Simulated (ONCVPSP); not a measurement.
# manganese: excitation energies, all-electron against ONCV

ONCVPSP 4.0.1 input, shortened (lines: element, Z, core and valence counts, functional; n l f; lmax; l rc ep ncon nbas qcut; lloc lpopt rc5 dvloc0; l nproj debl; icmod fcfact rcfact), PBEsol, scalar-relativistic:

```
  Mn 25.00    5    2  -116133      upf
    1    0    2.00
    2    0    2.00
    2    1    6.00
    3    0    2.00
    3    1    6.00
    3    2    5.00
    4    0    2.00
    2
    0    2.65    0.00    4    9    3.20
    1    2.25    0.30    3    8    3.30
    2    1.25    0.00    4    8   13.00
    2    5    1.25    0.00
    0    2    0.70
    1    2    4.00
    2    0    0.70
    3    4.50    1.75
```

Energies are relative to the spin-unpolarised reference configuration 3d5 4s2; without spin polarisation the order of configurations can differ from experiment.

```
valence configuration  charge  ΔE all-electron (eV)  error AE − PS (meV)
              3d5 4s1      +1                 8.433                  -59
              3d5 4s0      +2                23.945                 -493
              3d4 4s0      +3                56.425                -1050
              3d6 4s0      +1                 6.775                 -373
```

Levels in the configuration 3d5 4s0:

```json
{"level": "3d", "all-electron (eV)": "-24.281", "pseudo (eV)": "-24.544"}
```

Note: ghosts flagged at negative energy: s at -272.2 eV; GHOST(+) flagged for p at 15.6 eV, s at 77.4 eV. A true bound ghost makes a file unfit for plane-wave use.
